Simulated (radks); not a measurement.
Values are calculated unless marked as measured or tabulated.
Spherical quantum dot in the effective-mass picture: electrons in a hard-walled sphere of radius 1.56, all in effective atomic units (hartree* = m*/eps^2 hartree, bohr* = eps/m* bohr), one dielectric constant everywhere. Level of theory: non-relativistic Kohn-Sham, PBE, spin-polarised, spherical densities (a radial shooting solver with Libxc functionals). Levels are named by radial order and angular momentum (1s, 1p, 1d, 2s, ...), and open shells are averaged over m. Results are scaled to m* = 0.33 and eps = 15.2, for which hartree* = 38.87 meV and bohr* = 2.437 nm.

N = 6, configuration 1s2 1p(up 3, down 1). This is the lowest configuration that the search found. Occupied and some empty levels:

level    occupation  eigenvalue (meV)  <r> (nm)
1s up             1            277.69     2.060
1s down           1            283.54     2.050
1p up             3            347.39     2.338
1p down           1            353.97     2.336
1d up             0            443.35     2.516
1d down           0            450.10     2.517
2s up             0            517.58     1.844
2s down           0            521.18     1.845
1f up             0            562.46     2.645
1f down           0            569.20     2.646

Energy (meV): total 1326.42, kinetic 815.74, external 0, Hartree 682.72, exchange-correlation -172.04.
